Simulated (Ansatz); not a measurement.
One change: `C[N](C)[Zr]([F])([F])[F]` becomes `C#[C][Zr]([F])([F])[F]`.

Ansatz, PBE0-D4/def2-TZVP geometries, multiplicity 1. Each molecule was computed in one conformer, which needn't be the lowest.

Elements past krypton have def2 core potentials.

```
                                        property  `C[N](C)[Zr]([F])([F])[F]`
size of the dipole moment (B3LYP/def2-TZVPP) / D                        2.88
             HOMO energy (B3LYP/def2-TZVPP) / eV                       -6.88
               HOMO energy (PBE/def2-TZVPP) / eV                       -5.77
            HOMO–LUMO gap (PBE0/def2-TZVPP) / eV                        6.22
               LUMO energy (PBE/def2-TZVPP) / eV                       -1.78
           LUMO energy (ωB97M-V/def2-TZVPP) / eV                        0.62
```

Task: Give the same properties after the change, and the shifts. (An estimate is asked.)

Result: Ansatz gave: 
```csv
property,`C#[C][Zr]([F])([F])[F]`,shift
size of the dipole moment (B3LYP/def2-TZVPP) / D,1.50,-1.38
HOMO energy (B3LYP/def2-TZVPP) / eV,-8.46,-1.58
HOMO energy (PBE/def2-TZVPP) / eV,-7.48,-1.71
HOMO–LUMO gap (PBE0/def2-TZVPP) / eV,6.66,0.44
LUMO energy (PBE/def2-TZVPP) / eV,-2.86,-1.08
LUMO energy (ωB97M-V/def2-TZVPP) / eV,0.07,-0.55
```

With PBE0 the HOMO falls by 1.64 eV and the LUMO falls by 1.20 eV, so the gap widens by about 0.44 eV. PBE moves the HOMO by -1.71 eV and ωB97M-V by -1.61 eV. Dipoles are sizes alone; their direction can turn.

B3LYP here is the variant with VWN-RPA as its local correlation; programs differ in this.
